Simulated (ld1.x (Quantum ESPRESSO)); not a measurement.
## nitrogen (N): excitation energies, all-electron against PAW

```json
{
  "Element": "N (Z = 7)",
  "Generator": "ld1.x (Quantum ESPRESSO) 7.5",
  "Type": "PAW",
  "Functional": "PBE",
  "Relativity": "non-relativistic",
  "Frozen core": "[He]",
  "Valence charge": "5",
  "Reference configuration": "2s2 2p1 (charge +2)",
  "Partial waves": "2s (bound): rcut 0.75, rcutus 0.80 bohr; 2s channel at -3.2 Ry: rcut 0.75, rcutus 0.80 bohr; 2p (bound): rcut 1.90, rcutus 2.35 bohr; 2p channel at 0.1 Ry: rcut 1.90, rcutus 2.35 bohr; 3d channel at 0.15 Ry: rcut 1.95, rcutus 2.40 bohr",
  "Local potential": "all-electron potential smoothed inside 0.85 bohr (lloc = -2)",
  "Core correction": "Bessel-smoothed model core inside 0.40 bohr",
  "Augmentation charge": "PSQ, inside the norm-conserving radii"
}
```

Energies are relative to the spin-unpolarised reference configuration 2s2 2p1; without spin polarisation the order of configurations can differ from experiment. The frozen-core shift is the all-electron ΔE with the core orbitals held at their reference shape minus the fully relaxed ΔE.

Q: Give the all-electron excitation energy and the error of the potential for: 2s2 2p3; 2s2 2p2; 2s2 2p0; 2s1 2p3; 2s2 2p2.5; 2s1 2p0; 2s2 2p3.3.

A:

```json
{"valence configuration": "2s2 2p3", "charge": "0", "ΔE all-electron (eV)": "-42.456", "error AE − PS (meV)": "+0.6", "frozen-core shift (meV)": "+1.7"}
{"valence configuration": "2s2 2p2", "charge": "+1", "ΔE all-electron (eV)": "-28.859", "error AE − PS (meV)": "-3.8", "frozen-core shift (meV)": "+0.9"}
{"valence configuration": "2s2 2p0", "charge": "+3", "ΔE all-electron (eV)": "47.085", "error AE − PS (meV)": "+27", "frozen-core shift (meV)": "+3.3"}
{"valence configuration": "2s1 2p3", "charge": "+1", "ΔE all-electron (eV)": "-17.111", "error AE − PS (meV)": "+4.0", "frozen-core shift (meV)": "+1.0"}
{"valence configuration": "2s2 2p2.5", "charge": "+0.5", "ΔE all-electron (eV)": "-37.360", "error AE − PS (meV)": "-5.2", "frozen-core shift (meV)": "+1.4"}
{"valence configuration": "2s1 2p0", "charge": "+4", "ΔE all-electron (eV)": "124.854", "error AE − PS (meV)": "-20", "frozen-core shift (meV)": "+20"}
{"valence configuration": "2s2 2p3.3", "charge": "-0.3", "ΔE all-electron (eV)": "-44.076", "error AE − PS (meV)": "+7.9", "frozen-core shift (meV)": "+1.8"}
```

Levels in the configuration 2s2 2p3.3:

```csv
level,all-electron (eV),pseudo (eV)
2s,-15.099,-15.121
2p,-3.776,-3.805
```
